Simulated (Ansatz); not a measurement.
Reaction (formal exchange of groups at a B–C bond): `CNBCN` + `NC1CO1` → `CNBN` + `NCC1CO1`

Gas-phase electronic energies from Ansatz, PBE0-D4/def2-TZVP geometries. CCSD(T)/CBS is the MP2 limit (def2-TZVPP, def2-QZVPP) plus CCSD(T) − MP2 in def2-TZVPP, frozen cores. Functionals use def2-TZVPP. B3LYP here is the variant with VWN-RPA as its local correlation; programs differ in this. Each species was taken in one conformer, which may not be the lowest.

`CNBCN`:

```xyz
14

C    -1.814   -1.026   -1.287
N    -1.087   -0.296   -0.277
B     0.257    0.051   -0.304
C     0.889    0.930    0.844
N     2.304    0.649    1.064
H    -1.126   -1.307   -2.084
H    -2.262   -1.939   -0.882
H    -2.616   -0.422   -1.726
H    -1.653   -0.009    0.508
H     0.915   -0.318   -1.238
H     0.805    1.971    0.500
H     0.274    0.876    1.761
H     2.450   -0.331    1.266
H     2.664    1.170    1.853
```

`NC1CO1`:

```xyz
9

N     0.950    0.694    0.711
C    -0.310    0.344    0.197
C    -0.455   -0.561   -0.928
O    -0.825   -0.981    0.381
H     1.633   -0.038    0.566
H     0.904    0.904    1.700
H    -1.059    1.118    0.344
H    -1.273   -0.440   -1.635
H     0.435   -1.039   -1.335
```

`CNBN`:

Z-matrix (Å, degrees):
```
C
N 1 1.440
H 1 1.096 2 112.2
H 1 1.096 2 112.2 3 121.6
H 1 1.091 2 109.0 3 -119.2
B 2 1.407 1 125.7 3 119.2
H 2 1.008 1 114.2 3 -60.8
N 6 1.411 2 123.0 1 -180.0
H 6 1.201 2 118.5 1 0.0
H 8 1.005 6 124.6 2 -0.0
H 8 1.002 6 121.8 2 -180.0
```

`NCC1CO1`:

Z-matrix (Å, degrees):
```
C
C 1 1.505
N 1 1.451 2 114.6
H 1 1.094 2 108.5 3 -122.4
H 1 1.094 2 109.3 3 121.9
O 2 1.418 1 117.0 3 162.6
C 2 1.459 1 121.5 3 94.0
H 2 1.092 1 115.4 3 -58.9
H 3 1.013 1 110.7 2 -55.4
H 3 1.012 1 111.0 2 63.5
H 7 1.088 2 119.1 1 1.2
H 7 1.087 2 120.1 1 -152.1
```

**Question.** Is it downhill or uphill in electronic energy at CCSD(T)/CBS, and by how much? (Estimate.)

**Answer.** Computed: Downhill: ΔE = -27.3 kcal/mol.

**Question.** What do these levels give: r2SCAN-D4, B3LYP, MP2/def2-TZVPP, SCS-MP2/def2-TZVPP, MP2/def2-QZVPP, HF/CBS(def2)? (Estimate.)

**Answer.** Computed: r2SCAN-D4 -27.1, B3LYP -27.0, MP2/def2-TZVPP -28.1, SCS-MP2/def2-TZVPP -27.8, MP2/def2-QZVPP -28.2, HF/CBS(def2) -28.8 kcal/mol.

Largest T1 diagnostic among the species: 0.011.

From PBE to PBE0 (25 % exact exchange), in def2-TZVPP and without D4, ΔE moves by −1.0 kcal/mol.
